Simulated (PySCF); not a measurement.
Bonding in `N#C[SiH2][SiH2]CCCO`

Compound: C₄H₁₁NOSi₂.
SMILES with atom numbers: `[N:1]#[C:2][SiH2:3][SiH2:4][CH2:5][CH2:6][CH2:7][OH:8]` (hydrogens: H9, H10 on Si3; H11, H12 on Si4; H13, H14 on C5; H15, H16 on C6; H17, H18 on C7; H19 on O8)

Cartesian coordinates in Å at the GFN2-xTB level; atoms count from 1:
```xyz
19
C4H11NOSi2 angstrom
N     -5.3278   -0.5458   -0.2620
C     -4.1987   -0.7444   -0.2644
Si    -2.3511   -1.0124   -0.2744
Si    -1.3268    1.0561   -0.4907
C      0.5584    0.8309   -0.6199
C      1.1764    0.1963    0.6213
C      2.6688   -0.0663    0.4321
O      2.8269   -1.0474   -0.5716
H     -2.1164   -1.7261    0.9886
H     -2.1610   -1.9713   -1.3696
H     -1.7758    1.7749   -1.6913
H     -1.6060    1.9295    0.6603
H      1.0356    1.7972   -0.7959
H      0.8035    0.2038   -1.4787
H      0.6948   -0.7609    0.8333
H      1.0417    0.8470    1.4877
H      3.1749    0.8663    0.1415
H      3.1081   -0.4151    1.3786
H      3.7649   -1.2028   -0.7172
```

Bond orders from the PBE0/pcSseg-1 density (PySCF). The structure is a single GFN2-xTB conformer in the gas phase; no vibrational or solvent corrections.

**Question.** How far do the computed orders between heavy atoms stray from the drawn ones?

**Answer.** The largest departure is 0.175, at C2–Si3 (drawn single, 0.825). Drawn single, order below 0.88: C2–Si3 (0.825).

**Question.** Set the Mayer orders of the bonds between heavy atoms beside their lengths.

**Answer.** 
```json
{"bond": "N1–C2", "drawn as": "triple", "length (Å)": "1.146", "Mayer order": "2.936"}
{"bond": "C2–Si3", "drawn as": "single", "length (Å)": "1.867", "Mayer order": "0.825"}
{"bond": "Si3–Si4", "drawn as": "single", "length (Å)": "2.318", "Mayer order": "0.908"}
{"bond": "Si4–C5", "drawn as": "single", "length (Å)": "1.903", "Mayer order": "0.916"}
{"bond": "C5–C6", "drawn as": "single", "length (Å)": "1.525", "Mayer order": "1.022"}
{"bond": "C6–C7", "drawn as": "single", "length (Å)": "1.527", "Mayer order": "1.055"}
{"bond": "C7–O8", "drawn as": "single", "length (Å)": "1.412", "Mayer order": "0.972"}
```

By pair of heavy elements: C–Si: lowest C2–Si3 (0.825, 1.867 Å), highest Si4–C5 (0.916, 1.903 Å); in 1 of the 1 pairs the longer bond (by over 0.003 Å) has the higher order (by 0.02 or more). C–C: lowest C5–C6 (1.022, 1.525 Å), highest C6–C7 (1.055, 1.527 Å).

**Question.** And the bonds to hydrogen?

**Answer.** H–Si: 0.94 to 0.95 (4 bonds); C–H: 0.93 to 0.95 (6 bonds); H–O: 0.95 (1 bond).

**Question.** Sum the orders of all bonds at each heavy atom with more than one neighbour and set the sums beside the valence in the SMILES.

**Answer.** C2 3.761 (drawn 4), Si3 3.611 (drawn 4), Si4 3.710 (drawn 4), C5 3.815 (drawn 4), C6 3.964 (drawn 4), C7 3.921 (drawn 4), O8 1.921 (drawn 2). Orders between atoms that aren't bonded are not in these sums.

For a closed shell the Mayer order of atoms A and B is Σ (PS)μν (PS)νμ over the basis functions μ on A and ν on B, with P the density and S the overlap matrix.
